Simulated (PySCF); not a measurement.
**Which functional comes closest?**

Molecule: `FC(F)(F)[SiH3]`, CH3F3Si.

Structure with atom numbers: `[F:1][C:2]([F:3])([F:4])[SiH3:5]`. Hydrogens are named by the atom that carries them.

Geometry PBE0-D3(BJ)/def2-SVP throughout; GIAO in PySCF 2.14, gas phase, one conformer, non-relativistic; equivalent atoms averaged; basis pcSseg-2.

Reference values (measured; G. Saielli, R. Bini, A. Bagno, Computational 19F NMR. 2. Organic compounds, RSC Adv. 2014, ESI (exp. from Berger-Braun-Kalinowski 1994 and Everett 1995)): δ(F1/F3/F4) = -55.2 ppm vs CFCl3. Computed shifts are taken against CFCl3, calculated as an isolated molecule at each level.

Q: How do the functionals HF, LDA, PBE, BLYP, BP86, OPBE, KT2, KT3, B97-D, B3LYP, PBE0, mPW1PW91, WP04, B97-2, BHandHLYP, CAM-B3LYP, wB97X-D, LC-wPBE perform against the reference? Times are CPU seconds on shared hosts with different chips, so compare them loosely; the GGAs took longer than the global hybrids here, which isn't the general rule, and the cause wasn't traced.

A: 
```tsv
functional	kind	F1/F3/F4	abs. error F	core-s
HF	Hartree–Fock	-47.7	7.5	17
LDA	LDA	-75.6	20.4	45
PBE	GGA	-77.0	21.8	57
BLYP	GGA	-78.4	23.2	63
BP86	GGA	-77.8	22.6	49
OPBE	GGA	-75.3	20.1	47
KT2	GGA	-82.4	27.2	58
KT3	GGA	-80.4	25.2	62
B97-D	GGA	-77.2	22.0	51
B3LYP	global hybrid	-69.2	14.0	26
PBE0	global hybrid	-66.4	11.2	37
mPW1PW91	global hybrid	-66.4	11.2	36
WP04	global hybrid	-70.8	15.6	17
B97-2	global hybrid	-68.1	12.9	18
BHandHLYP	global hybrid	-59.3	4.1	17
CAM-B3LYP	range-separated hybrid	-59.6	4.4	23
wB97X-D	range-separated hybrid	-61.9	6.7	22
LC-wPBE	range-separated hybrid	-48.5	6.7	29
```

For ¹⁹F the closest is BHandHLYP (4.1 ppm) and the furthest KT2 (27.2 ppm). One molecule is a small sample, and vibrational and solvent effects are absent from the calculation.
